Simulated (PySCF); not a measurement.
## Bond curve of PtC

Set-up: PySCF, scalar-relativistic core potentials, basis sets Pt def2-TZVPP with ECP60, C def2-TZVPP. Energies in eV from Pt (5d9 6s1) + C in their ground configurations at the same level. All curves are PBE0. state 1: ¹Σ⁺ (singlet), closed shell; state 2: ³Π (triplet), unpaired electrons σ ↑, π ↑, a second solution, started from another occupation; state 3: Ms = 0 determinant of mixed spin (⟨S²⟩ near 1.0), unpaired electrons σ ↓, π ↑, a second solution, started from another occupation.

```json
{"R (Å)": "1.431", "state 1": "-4.014", "state 2": "-2.129", "state 3": "-1.729"}
{"R (Å)": "1.498", "state 1": "-5.149", "state 2": "-3.383", "state 3": "-3.024"}
{"R (Å)": "1.564", "state 1": "-5.777", "state 2": "-4.144", "state 3": "-3.825"}
{"R (Å)": "1.614", "state 1": "-5.999", "state 2": "-4.475", "state 3": "-4.185"}
{"R (Å)": "1.664", "state 1": "-6.060", "state 2": "-4.651", "state 3": "-4.390"}
{"R (Å)": "1.714", "state 1": "-5.997", "state 2": "-4.709", "state 3": "-4.474"}
{"R (Å)": "1.780", "state 1": "-5.770", "state 2": "-4.650", "state 3": "-4.449"}
{"R (Å)": "1.864", "state 1": "-5.329", "state 2": "-4.429", "state 3": "-4.265"}
{"R (Å)": "1.964", "state 1": "-4.668", "state 2": "-4.039", "state 3": "-3.911"}
{"R (Å)": "2.097", "state 1": "-3.698", "state 2": "-3.429", "state 3": "-3.341"}
```

Task: Put a parabola through the three lowest points of the state 1 curve and estimate Re, k and ωe (reduced mass 11.3 u; 1 eV/Å² = 0.16022 mdyn/Å; ωe = 1302.8·√(k/μ) cm⁻¹).

Result: Through R = 1.614, 1.664, 1.714 Å the second-order coefficient is 24.8 eV/Å², so Re ≈ 1.664 Å, k ≈ 7.95 mdyn/Å and ωe ≈ 1093 cm⁻¹. A polynomial fit of higher order to the unrounded PBE0 energies gives Re = 1.662 Å, k = 8.06 mdyn/Å, ωe = 1100 cm⁻¹; anharmonicity and rounding make the difference.

The higher-order fit for each curve: state 1: Re = 1.662 Å, ωe = 1100 cm⁻¹, De = 6.06 eV; state 2: Re = 1.719 Å, ωe = 917 cm⁻¹, minimum 4.71 eV below the ground-state fragments; state 3: Re = 1.734 Å, ωe = 887 cm⁻¹, minimum 4.48 eV below the ground-state fragments.

The metal atom is held in its measured ground configuration; semilocal functionals can put another filling of s and d lower by some tenths of an eV, and De to that atom would be smaller. These are scalar-relativistic numbers at best; spin–orbit coupling would shift them, the dissociation energy most.
